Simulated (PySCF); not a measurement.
**Levels of Cs²⁶⁺ from EOM-EA-GCCSD**

Reference: closed-shell Cs²⁷⁺, [Ar] 3d10; one electron is added. Calculated with PySCF 2.14, two-component X2C-1e with screened spin-orbit coupling, an uncontracted even-tempered set (19 s from 1.3 bohr⁻², ratio 2.6; 15 p from 1.7 bohr⁻², ratio 2.6; 10 d from 1.7 bohr⁻², ratio 2.6; 6 f from 1.8 bohr⁻², ratio 2.8); frozen [Ar]; the 100 highest virtual spinors dropped; of the others 70 kept and the rest restored at second order. No Breit or QED terms. Binding energies in eV.

| level | Koopmans | second order | EOM-CCSD |
| --- | --- | --- | --- |
| 4s1/2 | 914.71 | 915.99 | 915.95 |
| 4p1/2 | 859.48 | 860.70 | 860.66 |
| 4p3/2 | 838.70 | 839.85 | 839.81 |

Electric-dipole lines between these computed levels:

```csv
lower,upper,ΔE (eV),vacuum wavelength (nm)
4s1/2,4p1/2,55.286,22.43
4s1/2,4p3/2,76.134,16.28
```

For comparison, the ionisation energy of Cs²⁶⁺ is 916.1 ± 0.5 eV (semi-empirical (NIST evaluation); NIST Atomic Spectra Database, ionization energies).
